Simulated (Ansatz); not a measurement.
Complex (SMILES): F (HF) with N#N (N2), atoms 1 to 2 the first; geometry from B3LYP-D3(BJ)/def2-TZVP, monomers rigid:
```xyz
4

F      0.3830    -0.0965     0.2212
H     -0.2809     0.0249    -0.4159
N     -2.5150     0.4344    -2.5571
N     -1.7349     0.2913    -1.8098
```

Interaction energy at B3LYP with Ansatz (a quantum-chemistry and plane-wave program), kcal/mol, without and with the counterpoise correction (monomers among the partner's ghost functions). Cartesian d functions, on some or all atoms, in 6-31G**; all else is spherical. The program fits the integrals of some runs and decomposes those of others, by size. No added dispersion term, no relativity. Reference, counterpoise-corrected: the value in aug-pcseg-3, -2.05.

```json
[
 {"basis": "6-31G", "functions": "29", "uncorrected": "-4.31"},
 {"basis": "pcseg-0", "functions": "29", "uncorrected": "-3.77"},
 {"basis": "def2-SV(P)", "functions": "44", "uncorrected": "-3.46"},
 {"basis": "6-31G**", "functions": "50", "uncorrected": "-2.52"},
 {"basis": "pcseg-2", "functions": "104", "uncorrected": "-2.25"},
 {"basis": "def2-TZVPD", "functions": "123", "uncorrected": "-2.12"},
 {"basis": "aug-pcseg-2", "functions": "161", "uncorrected": "-2.14"},
 {"basis": "aug-cc-pVTZ", "functions": "161", "uncorrected": "-2.13"},
 {"basis": "cc-pVQZ", "functions": "195", "uncorrected": "-2.43"},
 {"basis": "def2-QZVPP", "functions": "201", "uncorrected": "-2.35"},
 {"basis": "def2-QZVPPD", "functions": "225", "uncorrected": "-2.06"},
 {"basis": "aug-pcseg-3", "functions": "304", "uncorrected": "-2.06"}
]
```

Question: How large is the counterpoise correction in each set?

Answer: 6-31G 1.45, pcseg-0 1.15, def2-SV(P) 1.37, 6-31G** 0.80, pcseg-2 0.18, def2-TZVPD 0.09, aug-pcseg-2 0.09, aug-cc-pVTZ 0.10, cc-pVQZ 0.38, def2-QZVPP 0.24, def2-QZVPPD 0.01, aug-pcseg-3 0.01 kcal/mol. The corrected value lies nearer the reference in 12 of 12 rows.
